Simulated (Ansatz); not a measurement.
`F[B]([AlH2])[SiH3]` → `F[BH][AlH2]` + `[SiH2]` at 500 K and 1 bar (silylene loss).

Program: Ansatz. Geometries: PBE0-D4/def2-TZVP. ΔE: electronic, gas phase. CBS: MP2 limit from def2 TZ/QZ plus the TZ coupled-cluster correction, frozen cores. This one scheme is used for every species.

```tsv
species	CCSD(T)/CBS energy (Eh)	H − E (kJ/mol)	S (J/(mol·K))
`F[B]([AlH2])[SiH3]`	-658.67346	162.7	433.6
`F[BH][AlH2]`	-368.40257	104.3	336.6
`[SiH2]`	-290.19011	48.0	226.5
```

H − E and S are ideal-gas, rigid-rotor, harmonic terms from PBE0-D4/def2-TZVP, for one conformer and one mirror image of each species. 1 Eh = 2625.50 kJ/mol, R = 8.31446 J/(mol·K).

Task: By hand: ΔE, ΔH, ΔS and ΔG.

Result: ΔE = (-368.40257) + (-290.19011) − (-658.67346) = 0.08078 Eh = 212.1 kJ/mol. Δ(H − E) = 104.3 + 48.0 − 162.7 = -10.4, so ΔH = 201.7 kJ/mol. ΔS = 336.6 + 226.5 − 433.6 = 129.5 J/(mol·K). ΔG = 201.7 − 500 × (129.5)/1000 = 136.9 kJ/mol.

Task: By hand: the equilibrium constant, and the temperature at which ΔG would vanish if ΔH and ΔS stayed fixed.

Result: log₁₀ K = −ΔG/(RT ln 10) = -14.3. ΔG = 0 at ΔH/ΔS = 1558 K.

The number of gas molecules changes by +1, which sets the sign of ΔS. A doubt of 5 kJ/mol in ΔE shifts log₁₀ K by 0.5 here. Other conformers and mirror images would add mixing entropy, several J/(mol·K) or more a flexible species. Modes under 60 cm⁻¹, often nearly free rotors, make the harmonic entropy too high. These are equilibria of isolated gas molecules and say nothing of rates. Largest T1 diagnostic: 0.015 (customary marks: 0.02 for closed shells, 0.045 for open ones).
